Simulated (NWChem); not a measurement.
# C$_{2}$H$_{3}$FO$_{2}$Si; SMILES O=C1C[Si@@H](F)O1

```xyz
9

O      0.2395     2.4242    -0.3345
C      0.0545     1.2774    -0.0956
C     -1.2359     0.4412    -0.0408
Si    -0.0586    -0.9244     0.4254
F      0.1782    -2.0776    -0.6757
O      1.0373     0.3711     0.2323
H     -1.7324     0.3761    -1.0203
H     -1.9535     0.8296     0.6961
H     -0.0029    -1.5630     1.7538
```
Atoms are numbered in this order, from 1.

Program: NWChem. Coordinates come from a PBE0/def2-SVP optimisation. Level: M05-2X/def2-SVP with SMD (1 M gas to 1 M solution), gas-phase geometry. Reactions with the solvent are ignored.

Task: Predict the results for solvent n-hexane. Quantities: solvation free energy (kcal/mol); cavity-dispersion-structure term (kcal/mol); dipole in solution (D).

Result: 
```json
{
  "solvation free energy (kcal/mol)": "-4.4",
  "cavity-dispersion-structure term (kcal/mol)": "-1.3",
  "dipole in solution (D)": "4.25"
}
```
